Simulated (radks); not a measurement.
Results of a calculation; reference values are marked as such.
Species: Te XXXIII. Configuration: [Ar] 3d2.

Code: a radial shooting solver on a logarithmic mesh with Libxc functionals. Model: non-relativistic Kohn-Sham, LDA (Slater exchange, Perdew-Wang correlation), spin-unpolarised, spherical densities, point nucleus; relativity is left out, which matters for an element this heavy.

Energy parts (eV):
part                       energy
total                 -159842.091
kinetic                159793.381
electron-nucleus      -345694.252
Hartree                 29106.088
exchange-correlation    -3047.308

Orbitals (lengths in bohr, moments of r in powers of bohr; <r^-3> diverges for s and p1/2):
\begin{tabular}{lrrrrrr}
orbital & occ. & eigenvalue (eV) & <1/r> & <r> & <r^-3> & <r^4> \\ \hline
1s & 2 & -31934.59 & 51.43 & 0.02926 & - & 3.315e-06 \\
2s & 2 & -6078.926 & 11.88 & 0.1251 & - & 0.0005643 \\
2p & 6 & -5814.267 & 11.88 & 0.1065 & 4658 & 0.0003656 \\
3s & 2 & -2197.774 & 4.705 & 0.3102 & - & 0.01749 \\
3p & 6 & -2095.793 & 4.655 & 0.2969 & 1062 & 0.01568 \\
3d & 2 & -1926.296 & 4.545 & 0.2608 & 179.5 & 0.01045 \\
\end{tabular}

The highest occupied level is 3d at -1926.3 eV. Summed over all electrons, <r^2> = 1.107 bohr^2, which gives a Langevin (diamagnetic) susceptibility term of -0.877 x 10^-6 cm^3/mol. For comparison, the ionisation energy in NIST's Atomic Spectra Database is 1979 eV (theoretical). In exact Kohn-Sham theory the highest level is minus the ionisation energy, but local and semilocal functionals leave it too shallow, through self-interaction and a potential that decays too fast; potentials with the right tail come closer. The density falls to 0.001 e/bohr^3 at r = 0.89 bohr. Virial ratio -V/T = 2.00030. The electron density at the nucleus is 9.904e+04 e/bohr^3.

Beside tabulated values, note that spin-unpolarised runs miss the spin-polarisation part of the exchange energy of open shells.
